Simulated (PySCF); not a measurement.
**Which element holds Cl most strongly?**

r²SCAN in PySCF with def2-TZVPPD on every atom (core potentials on Mo, Sn), for the lowest determinant that a PBE0 search found; no spin–orbit coupling. D0 is De less the harmonic zero-point energy.

```csv
M,state (unpaired electrons),Re (Å),ωe (cm⁻¹),D0(MCl) (eV)
Mo,"sextet (σ ↑, π ↑↑, δ ↑↑)",2.282,381,3.81
C,doublet (π ↑),1.652,868,4.35
Cu,singlet (closed shell),2.053,415,3.79
Sn,doublet (π ↑),2.372,347,4.03
Al,singlet (closed shell),2.146,474,5.20
Ge,doublet (π ↑),2.173,405,4.22
Zn,doublet (σ ↑),2.146,381,2.49
```

Q: Order the elements by D0 and give the energy of SnCl + C → CCl + Sn.

A: Al > C > Ge > Sn > Mo > Cu > Zn; ΔE = 4.03 − 4.35 = -0.32 eV at r²SCAN/def2-TZVPPD. Close neighbours can swap at other levels.

The metal atom is held in its measured ground configuration; semilocal functionals can put another filling of s and d lower by some tenths of an eV, and De to that atom would be smaller. Spin–orbit coupling is left out, which matters for elements this heavy, above all for dissociation energies. States were picked by a PBE0 search and need not be the measured ground states.
